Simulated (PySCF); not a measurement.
## One molecule, a ladder of functionals, a line

Molecule: SMILES [H]/N=[CH]\[GeH2][AsH2], CH6AsGeN.

Geometry:
```json
{"atom": "N1", "x (Å)": "-1.714", "y (Å)": "1.543", "z (Å)": "-0.108"}
{"atom": "C2", "x (Å)": "-1.139", "y (Å)": "0.557", "z (Å)": "0.446"}
{"atom": "Ge3", "x (Å)": "-0.065", "y (Å)": "-0.828", "z (Å)": "-0.457"}
{"atom": "As4", "x (Å)": "2.288", "y (Å)": "-0.678", "z (Å)": "0.128"}
{"atom": "H5", "x (Å)": "-1.582", "y (Å)": "1.527", "z (Å)": "-1.127"}
{"atom": "H6", "x (Å)": "-1.225", "y (Å)": "0.480", "z (Å)": "1.547"}
{"atom": "H7", "x (Å)": "-0.559", "y (Å)": "-2.238", "z (Å)": "-0.075"}
{"atom": "H8", "x (Å)": "-0.227", "y (Å)": "-0.609", "z (Å)": "-1.977"}
{"atom": "H9", "x (Å)": "2.276", "y (Å)": "0.842", "z (Å)": "-0.017"}
{"atom": "H10", "x (Å)": "1.954", "y (Å)": "-0.593", "z (Å)": "1.616"}
```

GIAO shieldings (ppm, equivalent atoms averaged) in PySCF 2.14.0 with density-fitted response routines on the PBE0-D3(BJ)/def2-SVP geometry, basis pcSseg-2, gas phase, non-relativistic:

| functional | exact exchange (%) | σ(Ge3) |
| --- | --- | --- |
| BLYP | 0 | 1413.4 |
| BP86 | 0 | 1439.2 |
| PBE | 0 | 1451.0 |
| B3LYP | 20 | 1460.2 |
| PBE0 | 25 | 1506.9 |
| mPW1PW91 | 25 | 1498.9 |
| HF | 100 | 1640.8 |

(1) Fit each shielding as a line in the percentage of exact exchange.

(2) What does the line predict for BHandHLYP (50 %), and what does the run give?

Results:

(1) σ(Ge3) = 1436.8 + 2.07 x (rms 14.8 ppm). The functionals also differ in their semilocal parts, which the line can't hold; Hartree–Fock has no correlation at all.

(2) σ(Ge3): 1540.3 predicted, 1528.8 computed ppm.
